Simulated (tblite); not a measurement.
C6H12ClFO.
Numbering: `[CH3:1][CH2:2][C@@H:3]([CH2:4][O:5][CH3:6])[C@@H:7]([F:8])[Cl:9]` (hydrogens: H10, H11, H12 on C1; H13, H14 on C2; H15 on C3; H16, H17 on C4; H18, H19, H20 on C6; H21 on C7)

Geometry (GFN2-xTB, Å), atoms numbered from 1 in this order:
```xyz
21
C6H12ClFO angstrom
C     -2.4475   -0.9247   -0.2396
C     -1.7344    0.4055   -0.4451
C     -0.3659    0.4647    0.2417
C      0.6854   -0.3890   -0.4747
O      1.8739   -0.3719    0.2835
C      2.9036   -1.1316   -0.2968
C      0.1567    1.8978    0.3032
F      0.1509    2.4683   -0.9333
Cl    -0.8464    2.9101    1.3707
H     -1.9041   -1.7433   -0.7041
H     -3.4393   -0.8848   -0.6828
H     -2.5548   -1.1395    0.8212
H     -1.6070    0.5987   -1.5121
H     -2.3556    1.2034   -0.0339
H     -0.4474    0.1093    1.2728
H      0.8706    0.0114   -1.4835
H      0.3236   -1.4218   -0.5762
H      2.6111   -2.1843   -0.3970
H      3.1717   -0.7454   -1.2879
H      3.7610   -1.0537    0.3684
H      1.1849    1.9378    0.6779
```

Calculated harmonic vibrations of the isolated species, GFN2-xTB (tblite), most abundant isotopes, no scaling. Against measured fundamentals such values can be off by several per cent, at times by over 20. One conformer, not necessarily the lowest.

Harmonic wavenumbers (cm⁻¹): 53.8, 59.2, 72.4, 92.5, 150.4, 170.8, 197.6, 234.7, 238.4, 283.0, 321.9, 367.9, 430.4, 488.5, 631.0, 738.5, 810.6, 864.8, 958.1, 978.7, 985.7, 1031.9, 1084.8, 1105.8, 1116.6, 1123.6, 1136.2, 1139.9, 1186.2, 1198.4, 1214.0, 1240.5, 1265.0, 1287.6, 1302.7, 1352.0, 1357.7, 1406.7, 1417.7, 1467.7, 1480.8, 1484.6, 1491.0, 1501.1, 1506.8, 2856.1, 2889.9, 2897.8, 2920.5, 2937.6, 2963.3, 2985.3, 2995.6, 3031.1, 3038.7, 3041.6, 3048.6.

A = 1495, B = 879.5, C = 656.2 MHz; mass 154.056 u (most abundant isotopes); point group C1, symmetry number 1.

Q: Zero-point energy?

A: ½Σν̃ = 37817 cm⁻¹ = 108.12 kcal/mol.

Q: What is S at 273.15 K and 1 bar for an ideal gas of classical rigid rotors and harmonic oscillators?

A: Translation 40.60, rotation 30.04, vibration 32.60: S = 103.2 cal/(mol K).

Q: And Cp and H(273.15 K) − H(0)?

A: Cp = 38.31 cal/(mol K), of which vibrations give 30.36 (their classical limit is 57 R = 113.3); H(273.15 K) − H(0) = 6.74 kcal/mol without the zero-point energy, 4.57 from vibrations.

Q: How do the functions run with temperature in this model?

A: 
```csv
T (K),S (cal/(mol K)),Cp (cal/(mol K)),H − H(0) (kcal/mol),G − H(0) (kcal/mol),ln q(vib)
150,84.0,27.2,2.72,-9.88,4.01
250,99.9,36.1,5.88,-19.11,7.28
298.15,106.7,40.8,7.73,-24.09,8.76
400,120.2,51.3,12.42,-35.65,11.78
600,144.4,68.7,24.50,-62.15,17.43
900,175.8,85.9,47.91,-110.33,25.38
```

q(vib) and H(0) count from the zero-point level.

Q: Which modes carry the vibrational entropy at 273.15 K?

A: 53.8 cm⁻¹: 4.50; 59.2 cm⁻¹: 4.31; 72.4 cm⁻¹: 3.91; 92.5 cm⁻¹: 3.44; 150.4 cm⁻¹: 2.50; 170.8 cm⁻¹: 2.26 cal/(mol K); the other 51 give 11.68 together.

Q: What must be added to the electronic energy to get the Gibbs energy at 273.15 K and 1 bar?

A: ZPE + [H(273.15 K) − H(0)] − T·S = 108.12 + 6.74 − 28.20 = 86.66 kcal/mol.

Q: Blend soft modes into free rotors: weight 1/[1 + (100 cm⁻¹/ν̃)⁴] for the oscillator and the rest for a rotor with moment μB/(μ + B), μ = h/(8π²ν), B = 10⁻⁴⁴ kg m². What vibrational entropy results?

A: 29.68 cal/(mol K) in place of 32.60, which changes −T·S at 273.15 K by +0.80 kcal/mol.

Hindered rotation and anharmonicity are outside this model. Other conformers, if any are populated, would add a mixing term that is left out. The structure is chiral; the term R ln 2 for an equal mix with its mirror image is left out.
